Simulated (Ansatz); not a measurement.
Ideal-gas functions of C$_{2}$H$_{3}$Cl$_{2}$FSi, SMILES `C=C[Si](F)(Cl)Cl` at 298.15 K and 1 bar, from an Ansatz frequency run at PBE0-D4/def2-TZVP.

Molar mass 145.04 g/mol, point group Cs (symmetry number 1), electronic degeneracy 1, moments of inertia 265.191, 307.079, 427.047 u Å². Harmonic wavenumbers (cm⁻¹, unscaled): 70, 150, 158, 180, 267, 268, 362, 524, 525, 635, 739, 923, 1022, 1023, 1038, 1292, 1445, 1672, 3144, 3165, 3232.

Use S(trans) = R[1.5 ln M + 2.5 ln T − 1.1517]; rotational temperatures θ = 24.2544 K / I; S(rot) = R[ln(√π/σ · √(T³/θAθBθC)) + 1.5]; for each mode x = 1.438777 ν̃/T, S = R[x/(eˣ − 1) − ln(1 − e⁻ˣ)] and H = RT x/(eˣ − 1); 1 cm⁻¹ = 0.0119627 kJ/mol; R = 8.31446 J/(mol·K).

Problem. By hand: the entropy, in J/(mol·K).

Solution. Translation 170.9. Rotation: θ = 0.0915, 0.079, 0.0568 K, giving 120.7. Vibration, mode by mode: 17.38, 11.18, 10.77, 9.74, 6.76, 6.73, 4.66, 2.51, 2.50, 1.65, 1.10, 0.53, 0.36, 0.36, 0.34, 0.12, 0.06, 0.02, 0.00, 0.00, 0.00, in all 76.8. Electronic 0.0. Sum 368.4 J/(mol·K).

Problem. By hand: H − E and G − E in kJ/mol, counted from the electronic energy.

Solution. Zero-point energy ½ × 21834 × 0.0119627 = 130.6; thermal vibration 12.5; translation, rotation and pV give 4 RT = 9.9. H − E = 153.0 kJ/mol, and G − E = 153.0 − 298.15 × 368.4/1000 = 43.2 kJ/mol.

Vibration gives 21 % of the entropy, 17.4 J/(mol·K) of it from the mode under 150 cm⁻¹: soft modes count most, and the harmonic formula is weakest for them. The sum counts one conformer and one mirror image; others add a mixing term.
